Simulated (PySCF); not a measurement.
# Name the molecule from its bond curve

A diatomic of charge 0 contains Hg. Its triplet curve at PBE0 in a double-zeta basis (scalar-relativistic core potentials, PySCF), in eV from the separated fragments:

R (Å), E (eV) and a bar:
```
    1.925      0.003 ##############################
    2.014     -0.204 ############
    2.104     -0.301 ###
    2.171     -0.330 
    2.238     -0.335 
    2.305     -0.327 #
    2.395     -0.302 ###
    2.507     -0.264 ######
    2.641     -0.217 ##########
    2.820     -0.164 ###############
```

The fit gives ωe = 252 cm⁻¹ and the rotational constant Bₑ = 0.2297 cm⁻¹.

Task: Which atom is the partner?

Result: The minimum lies at 2.225 Å, so the reduced mass is 16.8576 u Å² cm⁻¹/(Bₑ·Re²) = 14.82 u. With Hg at 201.97 u the partner weighs about 16.0 u: O. The molecule is HgO.

Spin–orbit coupling is left out. The state is the lowest determinant that a PBE0 search found; another state may lie lower at other levels.
